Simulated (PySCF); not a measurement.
**Electronic structure of Rh²⁺ (rhodium, charge +2) at the UHF level**

Configuration: [Kr] 4d6 5s1, 5s spin antiparallel (an excited configuration). Calculation: PySCF 2.14, in aug-cc-pVTZ-DK; the spin-free X2C one-electron Hamiltonian (Gaussian nucleus).

```json
{"Total energy": "-4779.995500 hartree", "One-electron energy": "-6552.9461 hartree", "Hartree (Coulomb) energy": "1909.9544 hartree", "Exchange energy": "-137.0038 hartree", "⟨S²⟩": "4.7534", "⟨L²⟩": "6.027", "Sum of ⟨r⟩": "27.26 bohr", "Sum of ⟨r²⟩": "34.98 bohr²", "Traceless quadrupole moment −½Σ⟨3z² − r²⟩ along its main axis": "0.499 e·bohr²", "Langevin diamagnetic susceptibility": "-27.7 ×10⁻⁶ cm³/mol"}
```

```tsv
shell	electrons	mean orbital energy (hartree)	spread (hartree)	rms radius, mean of both spins (bohr)
1s β	1	-858.67390	0	0.0374
1s α	1	-858.67060	0	0.0374
2s α	1	-128.36625	0	0.154
2s β	1	-128.32263	0	0.154
2p α	3	-114.94891	0.01248	0.137
2p β	3	-114.90358	0.00107	0.137
3s α	1	-25.04470	0	0.415
3s β	1	-25.02668	0	0.415
3p α	3	-20.51180	0.02465	0.419
3p β	3	-20.48448	0.01713	0.419
3d α	5	-13.26626	0.02910	0.403
3d β	5	-13.20080	0.04457	0.403
4s α	1	-4.79446	0	1.04
4s β	1	-4.53991	0	1.04
4p α	3	-3.43508	0.05946	1.15
4p β	3	-3.09749	0.04856	1.15
4d α	5	-1.40253	0.07131	1.49
4d β	1	-1.25668	0	1.49
5s β	1	-0.85716	0	2.91
```

With the s spin flipped the determinant is a mixture of two multiplicities, not a spectroscopic state.

Densities and radii are taken from the X2C orbitals without a picture-change correction, which distorts them close to the nucleus.

Spin-orbit constants ζ (cm⁻¹) from the X2C one-electron operator on these orbitals: bare nucleus, nucleus screened by l(l+1)(2l+1)/3 electrons, and screened by the Breit-Pauli mean field of the electrons.

| shell | bare | screened nucleus | mean field |
| --- | --- | --- | --- |
| 2p | 783400 | 748600 | n/a |
| 3p | 136400 | 130300 | n/a |
| 3d | 19810 | 15410 | n/a |
| 4p | 20390 | 19490 | n/a |
| 4d | 1922 | 1495 | n/a |
